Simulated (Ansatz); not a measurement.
C2H4AlCl at its PBE0-D4/def2-TZVP geometry, where that method's forces vanish. Charge 0, multiplicity 1. The bonds changed during the relaxation, so this is another structure than the one it started from.

| atom | x (Å) | y (Å) | z (Å) |
| --- | --- | --- | --- |
| Cl1 | 2.8742 | 0.3850 | 1.5169 |
| C2 | -0.4308 | 0.3918 | 0.3848 |
| C3 | -1.3513 | -0.0176 | -0.4922 |
| Al4 | 1.3808 | -0.2258 | 0.1716 |
| H5 | -0.7549 | 1.0595 | 1.1814 |
| H6 | -2.3949 | 0.2873 | -0.4397 |
| H7 | -1.1044 | -0.6853 | -1.3160 |
| H8 | 1.7813 | -1.1948 | -1.0068 |

(1) For each bond, give half the difference of the two atoms' forces along it (eV/Å; positive pushes the atoms apart) under PBE-D4, r2SCAN-D4, B3LYP-D4, ωB97M-V in def2-TZVPP. (Best estimate.)

## Answers

(1) Computed: 
```tsv
bond	length (Å)	PBE-D4	r2SCAN-D4	B3LYP-D4	ωB97M-V
Cl1–Al4	2.101	0.15	0.02	0.14	0.09
C2–C3	1.336	0.34	0.20	0.13	0.03
C2–Al4	1.926	-0.10	-0.06	0.01	0.03
C2–H5	1.089	0.05	-0.02	-0.07	-0.06
C3–H6	1.088	0.03	-0.07	-0.10	-0.07
C3–H7	1.089	0.03	-0.05	-0.07	-0.05
Al4–H8	1.577	0.03	-0.03	-0.13	-0.18
```

B3LYP here is the variant with VWN-RPA as its local correlation; programs differ in this.
